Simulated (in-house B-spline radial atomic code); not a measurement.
A run on Pm that did not converge. Method: scalar-relativistic (X2C) BP86, spin-polarised, spherical fractional occupations, Fermi nucleus of rms radius 4.962 fm; computed with an all-electron radial atomic-structure program (B-spline basis).

Command:
```bash
python run_scf.py task.json out
```
Settings (nuclear radius in fm, mass in u):
```
Z                61
configuration    [Kr] 4d10 4f5 5s2 5p5.875 6s2 6d0.125
hamiltonian      x2c
method           b88,p86
spin_polarised   True
nucleus          fermi
rms_radius       4.962
atomic_mass      144.91276
speed_of_light   137.035999084
```

First and last ten iterations of the last attempt (damped for 15 steps, keeping 80 % of the old Fock matrix, then DIIS):
```
 iter        energy (Eh)    residual
    1      -10003.166394    6.04e-01
    2      -10003.358522    8.77e-01
    3      -10012.518852    5.36e-01
    4      -10017.187247    3.13e-01
    5      -10019.409640    1.93e-01
    6      -10020.395575    1.13e-01
    7      -10020.805441    6.86e-02
    8      -10020.968854    4.25e-02
    9      -10021.034535    2.93e-02
   10      -10021.062871    2.23e-02
  111      -10021.092486    1.34e-05
  112      -10021.092486    1.53e-05
  113      -10021.092486    1.46e-05
  114      -10021.092485    1.59e-05
  115      -10021.092486    1.49e-05
  116      -10021.092486    9.09e-06
  117      -10021.092486    1.22e-05
  118      -10021.092486    1.04e-05
  119      -10021.092487    7.67e-06
  120      -10021.092487    5.64e-06
 not converged after 120 iterations
```

The smallest residual met was 4.2e-06; the threshold is about 6e-07. Over the last five steps the energy moves by less than 2e-06 hartree, but the orbitals didn't meet the threshold. Run time, properties included: 2.5 s on 1 thread of Arm Neoverse V2, on a shared host.
